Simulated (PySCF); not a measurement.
## Electron correlation in Cu (copper, neutral)

[Ar] 3d10 4s1, 2S determinant. Computed with PySCF 2.14 in aug-cc-pVDZ-DK (7s6p4d2f, 59 functions), with scalar relativity by spin-free X2C-1e. Frozen: [Ar]; 11 electrons correlated.

| level | correlation energy (mhartree) |
| --- | --- |
| CCSD | -401.21 |
| (T) | -16.52 |
| CCSD(T) | -417.73 |

Diagnostics: T1 = 0.026, D1 = 0.0736, largest double amplitude 0.021.

Cost of the coupled-cluster step: of the order of 6 core-seconds, for 11 correlated electrons.

Iterations:

```
CC2 = 0
CCSD nocc = (np.int64(6), np.int64(5)), nmo = (50, 50)
frozen orbitals [[0, 1, 2, 3, 4, 5, 6, 7, 8], [0, 1, 2, 3, 4, 5, 6, 7, 8]]
max_cycle = 100
direct = 0
conv_tol = 1e-08
conv_tol_normt = 1e-06
diis_space = 8
diis_start_cycle = 0
Init t2, MP2 energy = -0.463435654804229
Init E_corr(UCCSD) = -0.463435654815466
cycle = 1  E_corr(UCCSD) = -0.370544646721911  dE = 0.0928910081  norm(t1,t2) = 0.160776
cycle = 2  E_corr(UCCSD) = -0.413761630703325  dE = -0.043216984  norm(t1,t2) = 0.100814
cycle = 3  E_corr(UCCSD) = -0.401622351589734  dE = 0.0121392791  norm(t1,t2) = 0.0821129
cycle = 4  E_corr(UCCSD) = -0.400225393006977  dE = 0.00139695858  norm(t1,t2) = 0.0106652
cycle = 5  E_corr(UCCSD) = -0.400913317736134  dE = -0.000687924729  norm(t1,t2) = 0.00538478
cycle = 6  E_corr(UCCSD) = -0.401235039988933  dE = -0.000321722253  norm(t1,t2) = 0.00106959
cycle = 7  E_corr(UCCSD) = -0.401228092422071  dE = 6.94756686e-06  norm(t1,t2) = 0.000298433
cycle = 8  E_corr(UCCSD) = -0.401208579728066  dE = 1.9512694e-05  norm(t1,t2) = 0.000164781
cycle = 9  E_corr(UCCSD) = -0.401204305353629  dE = 4.27437444e-06  norm(t1,t2) = 6.28795e-05
cycle = 10  E_corr(UCCSD) = -0.401209165298743  dE = -4.85994511e-06  norm(t1,t2) = 2.30808e-05
cycle = 11  E_corr(UCCSD) = -0.401208524922413  dE = 6.4037633e-07  norm(t1,t2) = 9.92696e-06
cycle = 12  E_corr(UCCSD) = -0.401208648186401  dE = -1.23263988e-07  norm(t1,t2) = 3.54726e-06
cycle = 13  E_corr(UCCSD) = -0.401208745383283  dE = -9.7196882e-08  norm(t1,t2) = 1.15191e-06
cycle = 14  E_corr(UCCSD) = -0.401208751532418  dE = -6.14913431e-09  norm(t1,t2) = 5.29903e-07
UCCSD converged
E(UCCSD) = -1653.549841070051  E_corr = -0.4012087515324176
UCCSD(T) correction = -0.016524908725176
```
